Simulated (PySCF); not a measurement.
## Working out the ionisation energy of Ni⁺

Ni⁺ [Ar] 3d9 (2D) → Ni²⁺ [Ar] 3d8 (3F). Computed with PySCF 2.14 in cc-pVDZ-DK (6s5p3d1f, 43 functions), with the spin-free X2C one-electron Hamiltonian (Gaussian nucleus). Frozen: [Ar]. Energies in hartree (1 hartree = 27.21139 eV):

```json
{"part": "UHF", "Ni⁺ (lower)": "-1518.796175", "Ni²⁺ (upper)": "-1518.241347"}
{"part": "MP2 opposite-spin", "Ni⁺ (lower)": "-0.198091", "Ni²⁺ (upper)": "-0.126412"}
{"part": "MP2 same-spin", "Ni⁺ (lower)": "-0.120633", "Ni²⁺ (upper)": "-0.081721"}
```

**Question.** What does Hartree-Fock give?

**Answer.** (-1518.241347) − (-1518.796175) = 0.554828 hartree = 15.098 eV.

**Question.** What do MP2 and SCS-MP2 (6/5 opposite-spin, 1/3 same-spin) give?

**Answer.** The opposite-spin parts differ by 1.950 eV and the same-spin parts by 1.059 eV. MP2: 15.098 + (1.950) + (1.059) = 18.107 eV. SCS-MP2: 15.098 + 1.2 × (1.950) + (1.059)/3 = 17.791 eV.

Reference: 18.169 eV (measured; NIST Atomic Spectra Database, ionization energies), between the lowest levels; spin-orbit coupling is absent from the calculation.

A double-zeta basis recovers only part of the correlation energy.

What remains against the reference includes basis incompleteness, the frozen core and correlation beyond second order.
